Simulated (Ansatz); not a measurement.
`[SiH3]C=[Se]` and `[SiH3]C=S` differ in one element.

Ansatz, PBE0-D4/def2-TZVP geometries, multiplicity 1. 

Scalar relativity is left out up to krypton.

| property | `[SiH3]C=[Se]` |
| --- | --- |
| LUMO energy (PBE/def2-TZVPP) / eV | -3.90 |
| HOMO energy (ωB97M-V/def2-TZVPP) / eV | -8.48 |
| HOMO–LUMO gap (ωB97M-V/def2-TZVPP) / eV | 7.53 |
| size of the dipole moment (PBE/def2-TZVPP) / D | 1.23 |
| HOMO energy (PBE0/def2-TZVPP) / eV | -6.32 |
| LUMO energy (B3LYP/def2-TZVPP) / eV | -3.22 |

Task: Give the same properties after the change, and the shifts. (Estimate.)

Result: Computed: 
| property | `[SiH3]C=S` | shift |
| --- | --- | --- |
| LUMO energy (PBE/def2-TZVPP) / eV | -3.73 | 0.17 |
| HOMO energy (ωB97M-V/def2-TZVPP) / eV | -8.68 | -0.20 |
| HOMO–LUMO gap (ωB97M-V/def2-TZVPP) / eV | 8.06 | 0.53 |
| size of the dipole moment (PBE/def2-TZVPP) / D | 1.45 | 0.22 |
| HOMO energy (PBE0/def2-TZVPP) / eV | -6.49 | -0.17 |
| LUMO energy (B3LYP/def2-TZVPP) / eV | -2.98 | 0.24 |

With PBE0 the HOMO falls by 0.17 eV and the LUMO rises by 0.25 eV, so the gap widens by about 0.42 eV. PBE moves the HOMO by -0.11 eV and ωB97M-V by -0.20 eV. Dipoles are sizes alone; their direction can turn.

B3LYP here is the variant with VWN-RPA as its local correlation; programs differ in this.

Spin–orbit coupling is left out; it splits and shifts lone-pair levels of the heavy atoms by tenths of an eV.
